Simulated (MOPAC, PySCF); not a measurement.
C3H4S, SMILES `C(S)=C=C` (C–C–S–H torsion 0°), neutral singlet in the gas phase. 

Cartesian coordinates (Å):
SMILES: C=C=CS
```xyz
8

C     -1.4454    -0.4845    -0.3730
C     -0.3496     0.1812    -0.1564
C      0.7503     0.8376     0.0636
S      2.2531     0.1870     0.7071
H     -1.6373    -0.9628    -1.3294
H     -2.2096    -0.5812     0.3932
H      0.8134     1.9001    -0.1509
H      1.8250    -1.0774     0.8458
```
Charge 0, spin multiplicity 1.

All levels are single points at this geometry (PBE0-D3(BJ)/def2-TZVP); Pople sets use spherical d functions. Orbital energies aren't observables, and empty levels follow the basis.

```tsv
level	HOMO (eV)	LUMO (eV)	gap (eV)	dipole (D)	vertical IE, Delta-SCF (eV)
B3LYP-D3(BJ)/def2-TZVP in PySCF	-6.22	-0.53	5.69	0.96	8.51
M06-2X/def2-TZVP in PySCF	-7.54	0.60	8.14	1.05	8.70
B3LYP/3-21G in PySCF	-6.11	-0.11	6.00	1.48	–
B3LYP/6-31G* in PySCF	-6.01	-0.11	5.90	1.18	8.38
M06-2X/6-31G* in PySCF	-7.38	0.98	8.36	1.26	–
PBE/6-31G* in PySCF	-5.11	-0.95	4.17	1.16	8.27
SVWN5/6-31G* in PySCF	-5.20	-1.12	4.08	1.21	8.42
HF/3-21G in PySCF	-8.96	3.99	12.95	1.75	–
HF/6-31G* in PySCF	-8.81	4.09	12.90	1.38	–
HF/STO-3G in PySCF	-6.52	8.15	14.67	0.49	–
PM3 in MOPAC	-8.93	-0.09	8.84	1.87	–
PM6 in MOPAC	-8.77	-0.01	8.76	1.50	–
PM7 in MOPAC	-8.70	-0.46	8.25	1.74	–
```
